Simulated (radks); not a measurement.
Al II, 12 electrons, occupied as [Ne] 3s1.5 3p0.5 (fractional occupations, a model configuration). Calculated with a radial shooting solver on a logarithmic mesh with Libxc functionals: non-relativistic Kohn-Sham, PBE, spin-polarised, spherical densities, point nucleus; open shells are filled with parallel spins first.

Local quantities along the radius. ELF = 1/(1 + alpha^2) is the electron localisation function; alpha = (tau - tau_W)/tau_unif compares the Pauli kinetic energy density with that of the uniform gas (summed over spins); s = |grad rho|/(2 (3 pi^2)^(1/3) rho^(4/3)) is the reduced gradient; r v_xc is r times the local exchange-correlation potential of spin up (hartree bohr); 4 pi r^2 rho is in e/bohr.

r (bohr)    ELF     alpha       s    r v_xc  4 pi r^2 rho
0.004378  1.000  0.007794  0.3903  -0.07985        0.3021
0.004936  1.000  0.007948  0.3922  -0.08565        0.3785
0.00561   1.000  0.008138  0.3945  -0.09257        0.4804
0.006326  1.000  0.008344  0.3968  -0.09983        0.5995
0.00719   1.000  0.008601  0.3998   -0.1085        0.7572
0.008171  1.000  0.008903  0.4031   -0.1181        0.9534
0.009213  1.000  0.009235  0.4067   -0.1282         1.180
0.01047   1.000  0.009654  0.4110   -0.1401         1.475
0.01181   1.000   0.01012  0.4156   -0.1525         1.811
0.01342   1.000   0.01071  0.4213   -0.1670         2.243
0.01513   1.000   0.01138  0.4274   -0.1819         2.727
0.0172    1.000   0.01225  0.4348   -0.1993         3.339
0.01954   1.000   0.01331  0.4434   -0.2183         4.058
0.02204   1.000   0.01455  0.4526   -0.2375         4.836
0.02504   1.000   0.01620  0.4640   -0.2596         5.779
0.02824   1.000   0.01816  0.4763   -0.2815         6.764
0.03209   1.000   0.02085  0.4916   -0.3063         7.909
0.03648   0.999   0.02441  0.5094   -0.3321         9.125
0.04113   0.999   0.02885  0.5288   -0.3569         10.29
0.04674   0.999   0.03533  0.5529   -0.3837         11.51
0.0527    0.998   0.04379  0.5793   -0.4085         12.57
0.0599    0.997   0.05674  0.6122   -0.4340         13.52
0.06808   0.994   0.07607  0.6508   -0.4575         14.20
0.07676   0.989    0.1036  0.6926   -0.4770         14.53
0.08724   0.978    0.1496  0.7433   -0.4940         14.48
0.09836   0.954    0.2188  0.7958   -0.5056         14.06
0.1118    0.896    0.3401  0.8537   -0.5131         13.23
0.126     0.783    0.5261  0.9022   -0.5158         12.19
0.1433    0.587    0.8393  0.9317   -0.5153         10.95
0.1628    0.377     1.284  0.9119   -0.5121         9.791
0.1836    0.249     1.737  0.8248   -0.5053         8.969
0.2086    0.197     2.018  0.6615   -0.4977         8.547
0.2352    0.215     1.908  0.4892   -0.5134         8.661
0.2674    0.308     1.498  0.3532   -0.5734         9.301
0.3039    0.469     1.064  0.2964   -0.6499         10.32
0.3426    0.629    0.7679  0.3023   -0.7161         11.36
0.3894    0.752    0.5735  0.3465   -0.7768         12.27
0.4391    0.819    0.4699  0.4082   -0.8209         12.67
0.499     0.855    0.4119  0.4888   -0.8515         12.43
0.5626    0.867    0.3916  0.5784   -0.8625         11.53
0.6395    0.862    0.4009  0.6933   -0.8534         9.959
0.7268    0.832    0.4494  0.8350   -0.8219         8.005
0.8195    0.764    0.5552  0.9984   -0.7737         6.095
0.9314    0.607    0.8045   1.203   -0.7106         4.252
1.05      0.365     1.318   1.393   -0.6554         2.882
1.193     0.152     2.366   1.490   -0.6096         1.881
1.356     0.077     3.451   1.318   -0.5405         1.317
1.529     0.090     3.173  0.9537   -0.4983         1.083
1.738     0.232     1.821  0.6789   -0.6204         1.014
1.96      0.554    0.8976  0.6548   -0.6998        0.9981
2.228     0.814    0.4774  0.7902   -0.7418        0.9474
2.532     0.886    0.3588   1.022   -0.7451        0.8258
2.854     0.878    0.3725   1.314   -0.7038        0.6582
3.244     0.815    0.4767   1.729   -0.6236        0.4607
3.658     0.686    0.6768   2.258   -0.5459        0.2951
4.157     0.463     1.078   3.064   -0.4886        0.1626
4.687     0.238     1.790   4.198   -0.4561       0.08261
5.327     0.084     3.306   6.118   -0.4165       0.03499
6.055     0.023     6.590   9.367   -0.3502       0.01267
6.827     0.005     13.59   14.67   -0.2702      0.004176
7.759     0.001     32.25   25.10   -0.1860      0.001062
8.748     0.000     80.31   44.19   -0.1207     0.0002429

On this mesh the ELF has minima near r = 0.21, 1.4 bohr, which separate the shells, and maxima near 0.56 (0.87), 2.5 (0.89).

Self-consistent cycle (total energy in hartree, residual of the potential): 1: -241.295680, 2e+00; 2: -241.706884, 1e+00; 3: -241.915816, 2e-01; 4: -241.917561, 7e-02; 5: -241.918115, 3e-02; 6: -241.918210, 7e-04; 7: -241.918210, 9e-05; 8: -241.918210, 3e-05; 9: -241.918210, 5e-07; 10: -241.918210, 2e-07; 11: -241.918210, 3e-07; 12: -241.918210, 3e-08; 13: -241.918210, 2e-09.
